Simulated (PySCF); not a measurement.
C₁₀H₇N₃, SMILES C1=CC2=NC=CC3=CC=NC(=C1)N32.

Coordinates come from a PBE-D3(BJ)/def2-SVP optimisation.

Two levels are set side by side: PBE/def2-SVP (PySCF) and CAM-B3LYP/def2-SVP (PySCF). Same geometry, gas phase. Differences are taken from unrounded values.

```csv
quantity,CAM-B3LYP,PBE,PBE minus CAM-B3LYP
orbital gap (eV),5.03,1.53,-3.50
highest occupied level (eV),-6.10,-4.44,1.66
lowest empty level (eV),-1.06,-2.90,-1.84
dipole moment (D),1.16,1.12,-0.04
mean polarisability (bohr³),133.0,135.1,2.1
```

PBE's occupied levels lie high since its potential decays too fast outside the molecule; exact exchange lowers them and widens the gap. Differences between two approximate levels are no errors against the true value.

Rough cost on one machine, each run with all the roots and properties that it gave: CAM-B3LYP against PBE within a factor of 2.
